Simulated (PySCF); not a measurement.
## Electronic structure of Sb²⁺ (antimony, charge +2) at the BP86 level

Configuration: [Kr] 4d10 5s2 5p1, 2P determinant. Computed with PySCF 2.14 in x2c-SVPall, with scalar relativity by spin-free X2C-1e.

```json
{
  "Total energy": "-6479.80 hartree",
  "One-electron energy": "-8864.85 hartree",
  "Hartree (Coulomb) energy": "2557.39 hartree",
  "Exchange-correlation energy": "-172.34 hartree",
  "⟨S²⟩": "0.7511",
  "⟨L²⟩": "2.005",
  "Sum of ⟨r⟩": "30.30 bohr",
  "Sum of ⟨r²⟩": "38.21 bohr²",
  "Traceless quadrupole moment −½Σ⟨3z² − r²⟩ along its main axis": "-2.79 e·bohr²",
  "Langevin diamagnetic susceptibility": "-30.3 ×10⁻⁶ cm³/mol",
  "Time after the integrals": "0.25 s of wall time on 1 thread of Intel(R) Xeon(R) 6975P-C (shared host)"
}
```

```tsv
shell	electrons	mean orbital energy (eV)	spread (eV)	rms radius, mean of both spins (bohr)
1s α	1	-30268.6	0	0.0326
1s β	1	-30268.5	0	0.0326
2s α	1	-4621.2	0	0.133
2s β	1	-4621.1	0	0.133
2p α	3	-4154.9	0.063	0.118
2p β	3	-4154.9	0.105	0.118
3s α	1	-920.83	0	0.353
3s β	1	-920.80	0	0.353
3p α	3	-768.30	0.211	0.354
3p β	3	-768.27	0.261	0.354
3d α	5	-533.70	0.187	0.332
3d β	5	-533.67	0.233	0.332
4s α	1	-167.18	0	0.839
4s β	1	-167.11	0	0.839
4p α	3	-120.38	0.530	0.909
4p β	3	-120.30	0.647	0.909
4d α	5	-51.993	0.552	1.12
4d β	5	-51.859	0.734	1.12
5s α	1	-29.985	0	2.22
5s β	1	-29.260	0	2.22
5p α	1	-20.637	0	2.70
```

Densities and radii are taken from the X2C orbitals without a picture-change correction, which distorts them close to the nucleus.
